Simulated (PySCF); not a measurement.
B2H6NSi, B3H5O, B2H4OSi, B3FH3 and others (calculated)

Computed with PySCF 2.14.0. Calculation on a computer-drawn molecule: the log of a Hartree-Fock and frozen-core CCSD(T) single point meant for a local Hartree-Fock minimum, with one planted fault or none, to be diagnosed. Offsets are logged minus clean, where the clean run is the same molecule without the fault. The reference is restricted for singlets and unrestricted otherwise, and also for a bond in bohr or an excited solution. Adding or removing an electron swaps singlet and doublet. The excited solution moves the top pair (singlet) or top alpha electron (doublet) to the lowest empty orbital. Highest occupied and lowest empty are orbital energies over both spins, largest force is the largest gradient component, triples share is (T) over the correlation energy, the T1 limit is 0.02 restricted and 0.045 unrestricted, electrons count all cores, a negative frequency is imaginary (commonest isotopes), and the dipole is about the centre of nuclear charge.

Common to all runs: logged SCF converged yes; logged CC converged yes; logged SCF stable within its kind yes; possible faults no fault, one electron removed, one electron added, multiplicity raised by two, geometry at a saddle point, SCF held on an excited solution, minimal basis STO-3G, one bond length entered in bohr, all coordinates scaled.

(1) 
```xyz
10
formula=B2H6NSi meant_charge=0 meant_multiplicity=2 meant_basis=cc-pV(D+d)Z logged_electrons=36 logged_basis_functions=95 logged_spin_squared=0 logged_highest_occupied=-15.503 logged_lowest_empty=-6.666 logged_largest_force=0.073632 logged_T1_diagnostic=0.019543 logged_D1_diagnostic=0.075539 logged_triples_share=0.030041 logged_dipole_magnitude=6.2457 logged_energy_HF=-395.95244 logged_energy_CCSD(T)=-396.43282 planted_fault=one_electron_removed HF_energy_offset_from_clean_run=176.4 CCSD(T)_energy_offset_from_clean_run=178.2
B     -1.6013     0.4688    -0.2305
B     -0.0889    -0.2322    -0.5847
N      0.2122    -1.0265    -1.7164
Si     1.7633    -1.7084    -2.1488
H     -2.4267    -0.0990     0.4383
H     -1.8874     1.5821    -0.5910
H      0.8149    -0.0396     0.1983
H     -0.5239    -1.1745    -2.3829
H      2.5670    -1.9031    -0.9220
H      1.5407    -2.9985    -2.8506
```

Units: logged_highest_occupied, logged_lowest_empty in eV; logged_largest_force in hartree/bohr; logged_dipole_magnitude in debye; logged_energy_HF, logged_energy_CCSD(T) in hartree; HF_energy_offset_from_clean_run, CCSD(T)_energy_offset_from_clean_run in kcal/mol.

Drawn bonds:
| atom | other atom | order |
| --- | --- | --- |
| 1 | 2 | 1 |
| 2 | 3 | 1 |
| 3 | 4 | 1 |
| 1 | 5 | 1 |
| 1 | 6 | 1 |
| 2 | 7 | 1 |
| 3 | 8 | 1 |
| 4 | 9 | 1 |
| 4 | 10 | 1 |

(2) 
```xyz
9
formula=B3H5O meant_charge=0 meant_multiplicity=1 meant_basis=cc-pVDZ logged_electrons=28 logged_basis_functions=81 logged_spin_squared=0 logged_highest_occupied=-11.271 logged_lowest_empty=1.8688 logged_largest_force=0.023533 logged_T1_diagnostic=0.013957 logged_D1_diagnostic=0.049922 logged_triples_share=0.025384 logged_dipole_magnitude=0.56055 logged_energy_HF=-151.85665 logged_energy_CCSD(T)=-152.34484 planted_fault=all_coordinates_scaled,by_+3.3_% HF_energy_offset_from_clean_run=4.937 CCSD(T)_energy_offset_from_clean_run=1.838
B     -2.6586     0.9746     1.3242
B     -1.0403     0.9604     0.6336
O     -0.8602     0.8171    -0.7678
B      0.3610     0.7878    -1.4640
H     -3.2126    -0.0686     1.7103
H     -3.2902     2.0325     1.4863
H     -0.0237     1.0744     1.3501
H      1.4348     0.8929    -0.8507
H      0.3172     0.6551    -2.6944
```

Units: logged_highest_occupied, logged_lowest_empty in eV; logged_largest_force in hartree/bohr; logged_dipole_magnitude in debye; logged_energy_HF, logged_energy_CCSD(T) in hartree; HF_energy_offset_from_clean_run, CCSD(T)_energy_offset_from_clean_run in kcal/mol.

Drawn bonds:
| atom | other atom | order |
| --- | --- | --- |
| 1 | 2 | 1 |
| 2 | 3 | 1 |
| 3 | 4 | 1 |
| 1 | 5 | 1 |
| 1 | 6 | 1 |
| 2 | 7 | 1 |
| 4 | 8 | 1 |
| 4 | 9 | 1 |

(3) 
```xyz
9
formula=B3H5O meant_charge=0 meant_multiplicity=1 meant_basis=cc-pVDZ logged_electrons=28 logged_basis_functions=81 logged_spin_squared=2.0137 logged_highest_occupied=-7.3679 logged_lowest_empty=-1.1287 logged_largest_force=0.076605 logged_T1_diagnostic=0.022033 logged_D1_diagnostic=0.10896 logged_triples_share=0.027773 logged_dipole_magnitude=3.0523 logged_energy_HF=-151.72141 logged_energy_CCSD(T)=-152.20256 planted_fault=multiplicity_raised_by_two HF_energy_offset_from_clean_run=89.8 CCSD(T)_energy_offset_from_clean_run=91.12
B     -2.5737     0.9435     1.2819
B     -1.0071     0.9297     0.6134
O     -0.8327     0.7910    -0.7433
B      0.3494     0.7627    -1.4173
H     -3.1099    -0.0664     1.6557
H     -3.1851     1.9676     1.4388
H     -0.0230     1.0400     1.3070
H      1.3889     0.8644    -0.8235
H      0.3071     0.6342    -2.6084
```

Units: logged_highest_occupied, logged_lowest_empty in eV; logged_largest_force in hartree/bohr; logged_dipole_magnitude in debye; logged_energy_HF, logged_energy_CCSD(T) in hartree; HF_energy_offset_from_clean_run, CCSD(T)_energy_offset_from_clean_run in kcal/mol.

Drawn bonds:
| atom | other atom | order |
| --- | --- | --- |
| 1 | 2 | 1 |
| 2 | 3 | 1 |
| 3 | 4 | 1 |
| 1 | 5 | 1 |
| 1 | 6 | 1 |
| 2 | 7 | 1 |
| 4 | 8 | 1 |
| 4 | 9 | 1 |

(4) 
```xyz
8
formula=B2H4OSi meant_charge=0 meant_multiplicity=1 meant_basis=cc-pV(D+d)Z logged_electrons=36 logged_basis_functions=28 logged_spin_squared=0 logged_highest_occupied=-6.3946 logged_lowest_empty=6.2565 logged_largest_force=0.036137 logged_T1_diagnostic=0.026005 logged_D1_diagnostic=0.081659 logged_triples_share=0.041103 logged_dipole_magnitude=1.3496 logged_energy_HF=-410.49824 logged_energy_CCSD(T)=-410.69758 planted_fault=minimal_basis_STO-3G HF_energy_offset_from_clean_run=3131 CCSD(T)_energy_offset_from_clean_run=3311
B      1.2897     0.3196    -1.8748
B     -0.1071     1.2270    -1.5001
O     -0.9930     0.8213    -0.5591
Si    -2.0200     0.5548     0.6973
H      1.2909    -0.5114    -2.7453
H      2.3327     0.4974    -1.3008
H     -0.3460     2.2659    -2.0741
H     -3.0204    -0.3155    -0.0544
```

Units: logged_highest_occupied, logged_lowest_empty in eV; logged_largest_force in hartree/bohr; logged_dipole_magnitude in debye; logged_energy_HF, logged_energy_CCSD(T) in hartree; HF_energy_offset_from_clean_run, CCSD(T)_energy_offset_from_clean_run in kcal/mol.

Drawn bonds:
| atom | other atom | order |
| --- | --- | --- |
| 1 | 2 | 1 |
| 2 | 3 | 1 |
| 3 | 4 | 1 |
| 1 | 5 | 1 |
| 1 | 6 | 1 |
| 2 | 7 | 1 |
| 4 | 8 | 1 |

Notes: T1 above single-reference limit.

(5) 
```xyz
8
formula=B2H4OSi meant_charge=0 meant_multiplicity=1 meant_basis=cc-pV(D+d)Z logged_electrons=36 logged_basis_functions=85 logged_spin_squared=0.8352 logged_highest_occupied=-9.1768 logged_lowest_empty=1.1308 logged_largest_force=0.017189 logged_T1_diagnostic=0.072975 logged_D1_diagnostic=0.27008 logged_triples_share=0.033137 logged_dipole_magnitude=1.0136 logged_energy_HF=-415.37189 logged_energy_CCSD(T)=-415.85691 planted_fault=one_bond_length_entered_in_bohr,row_4_of_the_drawn_bonds HF_energy_offset_from_clean_run=72.86 CCSD(T)_energy_offset_from_clean_run=73.38
B      1.2897     0.3196    -1.8748
B     -0.1071     1.2270    -1.5001
O     -0.9930     0.8213    -0.5591
Si    -2.0200     0.5548     0.6973
H      1.2920    -1.2508    -3.5198
H      2.3327     0.4974    -1.3008
H     -0.3460     2.2659    -2.0741
H     -3.0204    -0.3155    -0.0544
```

Units: logged_highest_occupied, logged_lowest_empty in eV; logged_largest_force in hartree/bohr; logged_dipole_magnitude in debye; logged_energy_HF, logged_energy_CCSD(T) in hartree; HF_energy_offset_from_clean_run, CCSD(T)_energy_offset_from_clean_run in kcal/mol.

Drawn bonds:
| atom | other atom | order |
| --- | --- | --- |
| 1 | 2 | 1 |
| 2 | 3 | 1 |
| 3 | 4 | 1 |
| 1 | 5 | 1 |
| 1 | 6 | 1 |
| 2 | 7 | 1 |
| 4 | 8 | 1 |

Notes: T1 above single-reference limit.

(6) 
```xyz
7
formula=B3FH3 meant_charge=1 meant_multiplicity=1 meant_basis=cc-pVDZ logged_electrons=26 logged_basis_functions=23 logged_spin_squared=0 logged_highest_occupied=-16.72 logged_lowest_empty=-3.2699 logged_largest_force=0.019185 logged_T1_diagnostic=0.02005 logged_D1_diagnostic=0.06001 logged_triples_share=0.053789 logged_dipole_magnitude=1.6719 logged_energy_HF=-172.66859 logged_energy_CCSD(T)=-172.84301 planted_fault=minimal_basis_STO-3G HF_energy_offset_from_clean_run=1423 CCSD(T)_energy_offset_from_clean_run=1593
B     -1.3853    -0.6015    -0.8301
B      0.2274    -1.0650    -1.0278
B      1.5017     0.0895    -1.1891
F      2.3909     0.9222    -1.3018
H     -1.8210    -0.4452     0.2710
H     -2.0757    -0.4519    -1.7934
H      0.6271    -2.1875    -1.0738
```

Units: logged_highest_occupied, logged_lowest_empty in eV; logged_largest_force in hartree/bohr; logged_dipole_magnitude in debye; logged_energy_HF, logged_energy_CCSD(T) in hartree; HF_energy_offset_from_clean_run, CCSD(T)_energy_offset_from_clean_run in kcal/mol.

Drawn bonds:
| atom | other atom | order |
| --- | --- | --- |
| 1 | 2 | 1 |
| 2 | 3 | 1 |
| 3 | 4 | 1 |
| 1 | 5 | 1 |
| 1 | 6 | 1 |
| 2 | 7 | 1 |

Notes: T1 above single-reference limit.

(7) 
```xyz
9
formula=B3FH5 meant_charge=-1 meant_multiplicity=1 meant_basis=aug-cc-pVDZ logged_electrons=30 logged_basis_functions=137 logged_spin_squared=0.601 logged_highest_occupied=-4.4891 logged_lowest_empty=3.5335 logged_largest_force=0.023933 logged_T1_diagnostic=0.059142 logged_D1_diagnostic=0.26189 logged_triples_share=0.034063 logged_dipole_magnitude=2.4341 logged_energy_HF=-176.29944 logged_energy_CCSD(T)=-176.86533 planted_fault=one_bond_length_entered_in_bohr,row_5_of_the_drawn_bonds HF_energy_offset_from_clean_run=68.31 CCSD(T)_energy_offset_from_clean_run=65.64
B     -1.8559     1.3539    -0.1014
B     -0.8170     0.7069     1.0342
B     -0.6214    -1.0184     1.2039
F     -1.4498    -1.8073     0.2621
H     -3.0303     1.5590     0.1232
H     -1.2138     1.8122    -2.2540
H     -0.1681     1.4283     1.7745
H      0.5827    -1.2956     1.0159
H     -0.9263    -1.3330     2.3745
```

Units: logged_highest_occupied, logged_lowest_empty in eV; logged_largest_force in hartree/bohr; logged_dipole_magnitude in debye; logged_energy_HF, logged_energy_CCSD(T) in hartree; HF_energy_offset_from_clean_run, CCSD(T)_energy_offset_from_clean_run in kcal/mol.

Drawn bonds:
| atom | other atom | order |
| --- | --- | --- |
| 1 | 2 | 1 |
| 2 | 3 | 1 |
| 3 | 4 | 1 |
| 1 | 5 | 1 |
| 1 | 6 | 1 |
| 2 | 7 | 1 |
| 3 | 8 | 1 |
| 3 | 9 | 1 |

Notes: T1 above single-reference limit.

(8) 
```xyz
10
formula=CH6B2N meant_charge=0 meant_multiplicity=2 meant_basis=cc-pVDZ logged_electrons=29 logged_basis_functions=86 logged_spin_squared=3.7669 logged_highest_occupied=-6.5705 logged_lowest_empty=-0.24333 logged_largest_force=0.072332 logged_T1_diagnostic=0.02131 logged_D1_diagnostic=0.084801 logged_triples_share=0.029849 logged_dipole_magnitude=6.0807 logged_energy_HF=-144.98061 logged_energy_CCSD(T)=-145.49769 planted_fault=multiplicity_raised_by_two HF_energy_offset_from_clean_run=88.24 CCSD(T)_energy_offset_from_clean_run=91.72
B     -3.0969     0.5188    -0.0421
B     -1.7895    -0.3861    -0.6368
C     -0.3309    -0.1732    -0.2913
N      0.6936    -0.8947    -0.8218
H     -3.6917     0.2100     0.9614
H     -3.5260     1.4860    -0.6218
H     -2.0433    -1.2917    -1.4063
H      0.0101     0.6055     0.3845
H      1.6005    -0.8622    -0.4067
H      0.4798    -1.7269    -1.3314
```

Units: logged_highest_occupied, logged_lowest_empty in eV; logged_largest_force in hartree/bohr; logged_dipole_magnitude in debye; logged_energy_HF, logged_energy_CCSD(T) in hartree; HF_energy_offset_from_clean_run, CCSD(T)_energy_offset_from_clean_run in kcal/mol.

Drawn bonds:
| atom | other atom | order |
| --- | --- | --- |
| 1 | 2 | 1 |
| 2 | 3 | 1 |
| 3 | 4 | 1 |
| 1 | 5 | 1 |
| 1 | 6 | 1 |
| 2 | 7 | 1 |
| 3 | 8 | 1 |
| 4 | 9 | 1 |
| 4 | 10 | 1 |

(9) 
```xyz
10
formula=B3H6Si meant_charge=1 meant_multiplicity=1 meant_basis=cc-pV(D+d)Z logged_electrons=34 logged_basis_functions=95 logged_spin_squared=0 logged_highest_occupied=-16.501 logged_lowest_empty=-5.1131 logged_largest_force=0.019125 logged_T1_diagnostic=0.017038 logged_D1_diagnostic=0.043465 logged_triples_share=0.026395 logged_dipole_magnitude=2.0403 logged_energy_HF=-366.11334 logged_energy_CCSD(T)=-366.49609 planted_fault=all_coordinates_scaled,by_-3.2_% HF_energy_offset_from_clean_run=5.003 CCSD(T)_energy_offset_from_clean_run=6.065
B     -1.3758     2.0617    -0.3906
B     -0.0267     1.4605    -1.0789
Si     0.7002    -0.3320    -0.8411
B      0.3126    -1.9352    -1.9135
H     -2.3940     1.9575    -0.9325
H     -1.3146     2.6011     0.6317
H      0.6177     2.1122    -1.7930
H      1.6362    -0.5006     0.2233
H     -0.5533    -2.6201    -1.5823
H      0.9633    -2.1472    -2.8407
```

Units: logged_highest_occupied, logged_lowest_empty in eV; logged_largest_force in hartree/bohr; logged_dipole_magnitude in debye; logged_energy_HF, logged_energy_CCSD(T) in hartree; HF_energy_offset_from_clean_run, CCSD(T)_energy_offset_from_clean_run in kcal/mol.

Drawn bonds:
| atom | other atom | order |
| --- | --- | --- |
| 1 | 2 | 1 |
| 2 | 3 | 1 |
| 3 | 4 | 1 |
| 1 | 5 | 1 |
| 1 | 6 | 1 |
| 2 | 7 | 1 |
| 3 | 8 | 1 |
| 4 | 9 | 1 |
| 4 | 10 | 1 |

(10) 
```xyz
8
formula=B2H4OSi meant_charge=0 meant_multiplicity=1 meant_basis=cc-pV(D+d)Z logged_electrons=36 logged_basis_functions=85 logged_spin_squared=2.0365 logged_highest_occupied=-6.533 logged_lowest_empty=-0.77302 logged_largest_force=0.11221 logged_T1_diagnostic=0.079052 logged_D1_diagnostic=0.46895 logged_triples_share=0.036444 logged_dipole_magnitude=3.9076 logged_energy_HF=-415.32585 logged_energy_CCSD(T)=-415.8124
B     -0.2200    -2.8948     1.3755
B     -0.8862    -1.3770     1.1628
Si    -0.0085     0.1598     0.1845
O      0.9897     1.1010     0.7969
H      0.4473    -3.1456     2.3415
H     -0.3906    -3.7695     0.5689
H     -1.9814    -1.1488     1.6069
H     -0.4587     0.2763    -1.2246
```

Units: logged_highest_occupied, logged_lowest_empty in eV; logged_largest_force in hartree/bohr; logged_dipole_magnitude in debye; logged_energy_HF, logged_energy_CCSD(T) in hartree.

Drawn bonds:
| atom | other atom | order |
| --- | --- | --- |
| 1 | 2 | 1 |
| 2 | 3 | 1 |
| 3 | 4 | 2 |
| 1 | 5 | 1 |
| 1 | 6 | 1 |
| 2 | 7 | 1 |
| 3 | 8 | 1 |

Notes: T1 above single-reference limit.

Q: Which fault was planted in the run of B2H4OSi (entry 10)?
A: multiplicity raised by two

Further results for B2H4OSi (entry 10):

```
HF energy offset from clean run      : 67.97 kcal/mol
CCSD(T) energy offset from clean run : 72.66 kcal/mol
```
